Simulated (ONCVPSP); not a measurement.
**Reading a pseudo-wave (phosphorus)**

Columns: radius, all-electron u(r) and pseudo u(r) of the 3p shell (level -5.80 eV) of phosphorus in the configuration [Ne] 3s1.5 3p3.5; PBE, scalar-relativistic, ONCV scheme, ONCVPSP 4.0.1.

| r (bohr) | all-electron | pseudo |
| --- | --- | --- |
| 0.090 | -0.1151 | 0.0047 |
| 0.180 | -0.2464 | 0.0185 |
| 0.270 | -0.2993 | 0.0412 |
| 0.360 | -0.2799 | 0.0722 |
| 0.450 | -0.2120 | 0.1106 |
| 0.540 | -0.1175 | 0.1552 |
| 0.630 | -0.0117 | 0.2045 |
| 0.720 | 0.0952 | 0.2570 |
| 0.810 | 0.1971 | 0.3111 |
| 0.900 | 0.2903 | 0.3652 |
| 0.990 | 0.3732 | 0.4180 |
| 1.080 | 0.4452 | 0.4684 |
| 1.170 | 0.5067 | 0.5155 |
| 1.260 | 0.5580 | 0.5583 |
| 1.350 | 0.5995 | 0.5961 |
| 1.440 | 0.6317 | 0.6279 |
| 1.530 | 0.6555 | 0.6529 |
| 1.620 | 0.6718 | 0.6707 |
| 1.710 | 0.6815 | 0.6813 |
| 1.800 | 0.6854 | 0.6854 |
| 1.890 | 0.6843 | 0.6843 |
| 1.980 | 0.6791 | 0.6791 |
| 2.070 | 0.6703 | 0.6703 |
| 2.160 | 0.6586 | 0.6586 |
| 2.250 | 0.6446 | 0.6445 |
| 2.340 | 0.6286 | 0.6286 |

**Question.** How many radial nodes do the two functions have?

**Answer.** The all-electron 3p function has n − l − 1 = 1; the pseudo-wave has 0, since the states of the same l below it are removed with the core.

**Question.** At about which radius was the pseudo-wave matched?

**Answer.** 1.80 bohr, where the columns begin to agree (steps of 0.09 bohr).

**Question.** Where does each function peak?

**Answer.** Outermost all-electron maximum near 1.80 bohr, pseudo maximum near 1.80 bohr (to the table’s step).

**Question.** Is the pseudo-wave norm-conserving?

**Answer.** Yes: the ONCV scheme keeps the norm inside the radius equal to the all-electron one, which fixes the energy derivative of the logarithmic derivative at the level.
